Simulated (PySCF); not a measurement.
C5H12Si. Atoms are numbered in the order given.

```xyz
18

C     -2.2548     0.9406     0.0846
C     -1.2275    -0.1672    -0.0081
C     -0.5245    -0.7071     1.2115
C      0.2728     0.0836     0.1793
C      0.7785     1.4708     0.5508
Si     1.4232    -0.8938    -0.9495
H     -2.0246     1.6612     0.8934
H     -3.2613     0.5231     0.2951
H     -2.3223     1.5113    -0.8651
H     -1.4774    -0.9239    -0.7743
H     -0.3707    -1.7946     1.3075
H     -0.7174    -0.1986     2.1716
H      0.8797     2.1222    -0.3429
H      0.1031     1.9866     1.2632
H      1.7756     1.4137     1.0359
H      0.8151    -2.2426    -1.2358
H      2.7725    -1.0972    -0.3075
H      1.6370    -0.1725    -2.2565
```
Charge 0, spin multiplicity 1.

Geometry optimised at PBE-D3(BJ)/def2-SVP. The structure was generated by enumeration; whether it is a known compound was not checked.

Method: PBE0/pcSseg-1 (PySCF).

GIAO shieldings, no solvent; atoms listed in one row are averaged. δ = σ(ref) − σ: ¹³C against TMS (σ = 186.3 ppm); ²⁹Si against TMS (σ = 352.7 ppm); ¹H against TMS (σ = 31.56 ppm), references at their B3LYP-D3(BJ)/def2-TZVP geometries, non-relativistic.

Computed chemical shifts:
```tsv
nucleus	atoms	count	δ (ppm)
¹³C	C3	1	23.5
¹³C	C2	1	21.7
¹³C	C5	1	21.0
¹³C	C1	1	18.2
¹³C	C4	1	6.2
²⁹Si	Si6	1	-44.7
¹H	H16, H17, H18	3	4.28
¹H	H7, H8, H9	3	1.67
¹H	H13, H14, H15	3	1.61
¹H	H10	1	1.19
¹H	H11	1	1.19
¹H	H12	1	0.48
```
